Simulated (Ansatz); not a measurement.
The cluster Ni2O. The state is a triplet with charge 0. Geometry B3LYP-D4/def2-TZVP; atoms count from 1.

```xyz
3

Ni   -0.7210    1.0176   -0.2624
Ni    0.6547   -0.5780    0.9735
O     0.0663   -0.4396   -0.7111
```

The structure comes from a short search, and lower isomers may exist.

(1) Estimate the Mulliken populations from the PBE0/def2-TZVP orbitals of Ansatz.

(2) Where does the spin sit?

(3) And the Mayer bond orders between heavy atoms (over 0.3)?

Results:

(1) 
```json
{"atom": "Ni1", "charge (e)": "0.39", "spin (α − β)": "0.93", "d electrons": "8.77"}
{"atom": "Ni2", "charge (e)": "0.39", "spin (α − β)": "0.88", "d electrons": "8.93"}
{"atom": "O3", "charge (e)": "-0.78", "spin (α − β)": "0.20", "d electrons": "–"}
```
Mulliken values depend strongly on the basis.

(2) Summed by element: Ni 1.80, O 0.20, of 2 unpaired in all. Largest on single atoms: Ni1 0.93, Ni2 0.88, O3 0.20.

(3) Ni1–Ni2 0.42 (2.44 Å); Ni1–O3 1.18 (1.72 Å); Ni2–O3 0.87 (1.79 Å).
